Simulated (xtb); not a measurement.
BiCl2, SMILES [Cl][Bi+][Cl] (connectivity only; charge and spin as stated), charge +1, multiplicity 1. All values are semi-empirical tight-binding results from xtb (GFN2-xTB unless named), good for trends rather than for accurate numbers. The structure is a stationary point at GFN2-xTB. The multiplicity is an assumed one; other spin states were not compared. The isomer is the one that the SMILES or the coordinates give; other isomers of the formula were not compared.

For metal compounds this method's bond lengths and energies can be far off.

```
Item                                           Result
-------------------------------------  --------------
point group as xtb finds it                       C2v
orbital gap                                   1.60 eV
zero-point energy                        1.1 kcal/mol
G − E(el) at 298.15 K (modified RRHO)  -18.0 kcal/mol
```
